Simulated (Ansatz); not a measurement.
```xyz
8

B     0.0000    0.0000   -0.9155
N     0.0000    0.0000    0.7196
H     0.0000   -1.1803   -1.2418
H    -1.0222    0.5901   -1.2418
H     1.0222    0.5901   -1.2418
H     0.0000    0.9514    1.0887
H    -0.8239   -0.4757    1.0887
H     0.8239   -0.4757    1.0887
```

Basis set: cc-pVDZ (spherical functions). Frozen core: 2 orbitals. Charge 0, multiplicity 1.

Computed with Ansatz (development build ahead of 0.2.0); each method stands on the lowest determinant of its kind that the runs found. Restricted open shells among the atoms or ions are ROHF, correlated in semicanonical orbitals with singles.

**Question.** Give the atomization energy at this shape (free ground-state atoms in the same class of orbitals less the molecule, no zero-point energy) of singlet BNH₆ by RHF-MP2, RHF.

**Answer.**

| method | atomization energy |
| --- | --- |
| RHF-MP2 | 563.96 kcal/mol |
| RHF | 447.31 kcal/mol |
